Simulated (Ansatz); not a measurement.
One change: `C=C[SiH2][SiH2]F` becomes `C=C[SiH2][SiH2]S`.

Ansatz, PBE0-D4/def2-TZVP geometries, multiplicity 1. Each molecule was computed in one conformer, which needn't be the lowest.

```tsv
property	`C=C[SiH2][SiH2]F`
HOMO–LUMO gap (ωB97M-V/def2-TZVPP) / eV	10.80
LUMO energy (ωB97M-V/def2-TZVPP) / eV	1.03
HOMO energy (B3LYP/def2-TZVPP) / eV	-7.50
size of the dipole moment (ωB97M-V/def2-TZVPP) / D	1.50
HOMO–LUMO gap (PBE0/def2-TZVPP) / eV	6.83
LUMO energy (PBE0/def2-TZVPP) / eV	-0.87
```

What does the change do to each property? (Best estimate.)

Computed: 
```tsv
property	`C=C[SiH2][SiH2]S`	shift
HOMO–LUMO gap (ωB97M-V/def2-TZVPP) / eV	10.36	-0.44
LUMO energy (ωB97M-V/def2-TZVPP) / eV	1.10	0.07
HOMO energy (B3LYP/def2-TZVPP) / eV	-6.95	0.55
size of the dipole moment (ωB97M-V/def2-TZVPP) / D	1.61	0.11
HOMO–LUMO gap (PBE0/def2-TZVPP) / eV	6.27	-0.56
LUMO energy (PBE0/def2-TZVPP) / eV	-0.90	-0.03
```

Dipoles are sizes alone; their direction can turn.

B3LYP here is the variant with VWN-RPA as its local correlation; programs differ in this.
